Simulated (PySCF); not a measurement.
This PySCF input asks for the NMR shieldings of `InChI=1S/C5H14NP/c1-5(2)7(4)6-3/h5-6H,1-4H3`; the geometry comes from GFN2-xTB.

```python
import basis_set_exchange as bse
import numpy as np
from pyscf import gto, dft
from pyscf.prop import nmr

atoms = """
C     2.552393   -0.629402    0.906476
N     1.594749    0.421290    0.594267
P     0.697686    0.235933   -0.877974
C    -0.044385    1.930858   -0.847092
C    -0.720774   -0.782814   -0.163556
C    -1.393277   -0.170614    1.056937
C    -1.722800   -1.087950   -1.271796
H     2.877045   -0.512760    1.942055
H     3.437602   -0.627582    0.261959
H     2.059823   -1.595241    0.805903
H     2.067365    1.321600    0.586824
H    -0.952029    1.937714   -1.445886
H     0.662388    2.627872   -1.296920
H    -0.261814    2.238418    0.173618
H    -0.248774   -1.727578    0.138268
H    -2.014462    0.676436    0.774530
H    -2.030644   -0.909465    1.540835
H    -0.645137    0.161772    1.772996
H    -2.228552   -0.179815   -1.595531
H    -2.477974   -1.790851   -0.922907
H    -1.217347   -1.520878   -2.133476
"""
names = dict.fromkeys(["C", "N", "P", "H"], "pcSseg-1")
basis = {el: gto.basis.parse(bse.get_basis(n, elements=[el], fmt="nwchem")) for el, n in names.items()}
mol = gto.M(atom=atoms, basis=basis, charge=0, verbose=0)
mf = dft.RKS(mol, xc="PBE0")
mf.grids.level = 2
mf.grids.alignment = dft.numint.BLKSIZE   # the property module wants whole blocks of grid points
mf.conv_tol = 1e-9
mf.kernel()

calc = nmr.RKS(mf)   # GIAO
C = mf.mo_coeff
Co = C[:, mf.mo_occ > 0]
resp = mf.gen_response(singlet=True, hermi=2)
def vind(x):   # induced exchange potential for any number of trial vectors
    d = np.einsum("pi,xij,qj->xpq", C, 2 * x.reshape(-1, C.shape[1], Co.shape[1]), Co, optimize=True)
    return np.einsum("xpq,pi,qj->xij", resp(d - d.transpose(0, 2, 1)), C, Co, optimize=True).ravel()
mo1, _ = nmr.rhf.solve_mo1(calc, with_cphf=vind)
sigma = calc.kernel(mo1)
for i, s in enumerate(sigma):   # ppm
    print("%2d %-2s %9.2f" % (i, mol.atom_pure_symbol(i), np.trace(s) / 3))
```

Q: Give the expected output.

A: 
```
 0 C     152.54
 1 N     230.74
 2 P     276.69
 3 C     175.96
 4 C     156.72
 5 C     173.35
 6 C     168.35
 7 H      28.91
 8 H      29.02
 9 H      29.53
10 H      32.32
11 H      30.92
12 H      30.73
13 H      30.73
14 H      30.13
15 H      31.31
16 H      30.80
17 H      29.47
18 H      31.20
19 H      30.36
20 H      30.42
```

These numbers come from an equivalent density-fitted implementation of the same equations, which agrees with the script to about 0.01 ppm for H and up to a few tenths of a ppm for heavy atoms, so last digits may differ.

Size and cost of the density-fitted run: 196 basis functions, about 90 core-seconds.
